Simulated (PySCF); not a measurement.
Atomic charges against the basis set

Compound: C3H8AlN.
Z-matrix (Å and degrees, PBE0-D3(BJ)/def2-SVP geometry), rows numbered from 1:
```
C 
C   1  1.3432
Al  2  1.9452  1  120.10
N   3  1.7790  2  121.15  1   179.74
C   4  1.4430  3  129.27  2     0.38
H   1  1.0982  2  121.97  3     0.01
H   1  1.0980  2  122.95  3   179.98
H   2  1.0994  1  116.23  3  -179.98
H   3  1.5884  2  120.96  1    -0.27
H   4  1.0161  3  118.80  2  -179.84
H   5  1.1063  4  112.89  3   118.67
H   5  1.1015  4  110.33  3    -0.57
H   5  1.1062  4  112.87  3  -119.77
```

PBE0 throughout (PySCF), one geometry, spherical d and f functions. The structure is a single PBE0-D3(BJ)/def2-SVP conformer in the gas phase; no vibrational or solvent corrections. The first 7 of 11 kinds of atom are listed.

Mulliken charges (e):

| basis | functions | C1 | C2 | Al3 | N4 | C5 | H6 | H7 |
| --- | --- | --- | --- | --- | --- | --- | --- | --- |
| STO-3G | 37 | -0.183 | -0.311 | +0.873 | -0.525 | -0.157 | +0.061 | +0.064 |
| 6-31G | 65 | -0.308 | -0.492 | +0.920 | -0.941 | -0.293 | +0.164 | +0.159 |
| pcSseg-0 | 65 | -0.374 | -0.838 | +1.282 | -1.048 | -0.396 | +0.216 | +0.218 |
| 6-31G* | 90 | -0.359 | -0.332 | +0.529 | -0.732 | -0.355 | +0.176 | +0.169 |
| cc-pVDZ | 114 | -0.035 | -0.216 | +0.393 | -0.395 | +0.025 | +0.050 | +0.041 |
| def2-SVP | 114 | -0.072 | -0.351 | +0.650 | -0.521 | +0.058 | +0.058 | +0.052 |
| 6-311+G(2d,p) | 191 | -0.326 | -0.507 | +1.212 | -0.903 | -0.313 | +0.121 | +0.119 |
| aug-cc-pVDZ | 191 | +0.746 | +0.424 | +0.607 | -0.618 | +0.773 | -0.392 | -0.336 |
| def2-TZVP | 209 | -0.248 | -0.313 | +0.414 | -0.431 | -0.276 | +0.134 | +0.123 |
| IGLO-III | 264 | -0.205 | -0.374 | +0.803 | -0.467 | -0.330 | +0.098 | +0.100 |
| cc-pVTZ | 266 | -0.240 | -0.231 | +0.259 | -0.227 | -0.198 | +0.118 | +0.116 |

IAO charges (e):

```csv
basis,functions,C1,C2,Al3,N4,C5,H6,H7
STO-3G,37,-0.261,-0.493,+1.101,-0.646,-0.311,+0.112,+0.121
6-31G,65,-0.261,-0.475,+0.763,-0.641,-0.309,+0.141,+0.146
pcSseg-0,65,-0.249,-0.487,+0.797,-0.638,-0.294,+0.134,+0.140
6-31G*,90,-0.248,-0.487,+0.826,-0.663,-0.282,+0.136,+0.140
cc-pVDZ,114,-0.254,-0.485,+0.820,-0.659,-0.280,+0.136,+0.141
def2-SVP,114,-0.244,-0.488,+0.840,-0.656,-0.271,+0.131,+0.137
"6-311+G(2d,p)",191,-0.265,-0.501,+0.865,-0.695,-0.293,+0.141,+0.146
aug-cc-pVDZ,191,-0.265,-0.492,+0.838,-0.682,-0.291,+0.141,+0.146
def2-TZVP,209,-0.264,-0.502,+0.871,-0.693,-0.292,+0.141,+0.146
IGLO-III,264,-0.266,-0.503,+0.873,-0.697,-0.294,+0.141,+0.146
cc-pVTZ,266,-0.264,-0.499,+0.861,-0.688,-0.293,+0.141,+0.145
```

Problem. Which scheme is steadiest as the basis changes?

Solution. Largest range over the bases for any column: IAO 0.34 e, Mulliken 1.26 e. IAO charges move least and Mulliken charges most, counted in e. Without the minimal STO-3G basis the ranges are IAO 0.11, Mulliken 1.26 e.

Problem. How much do the charges still move between the two largest bases, IGLO-III and cc-pVTZ?

Solution. At most, over all atoms: Mulliken 0.544 e, IAO 0.012 e.

Problem. What do the same runs give for the total energy, the frontier levels and the dipole moment?

Solution. 
| basis | energy (Eh) | HOMO (eV) | LUMO (eV) | μ (D) |
| --- | --- | --- | --- | --- |
| STO-3G | -410.9406 | -3.37 | 3.46 | 0.98 |
| 6-31G | -415.9017 | -6.46 | -0.67 | 1.04 |
| pcSseg-0 | -415.3289 | -6.58 | -0.70 | 1.37 |
| 6-31G* | -415.9549 | -6.49 | -0.62 | 0.97 |
| cc-pVDZ | -415.9822 | -6.57 | -0.74 | 1.00 |
| def2-SVP | -415.7779 | -6.61 | -0.75 | 1.03 |
| 6-311+G(2d,p) | -416.0384 | -6.74 | -0.95 | 0.89 |
| aug-cc-pVDZ | -415.9965 | -6.72 | -0.96 | 0.90 |
| def2-TZVP | -416.0538 | -6.71 | -0.88 | 0.92 |
| IGLO-III | -416.0595 | -6.72 | -0.90 | 0.89 |
| cc-pVTZ | -416.0518 | -6.69 | -0.85 | 0.93 |

The dipole is fixed by the density alone, so its range of 0.48 D shows that the density itself changes with the basis, not only its division among atoms.
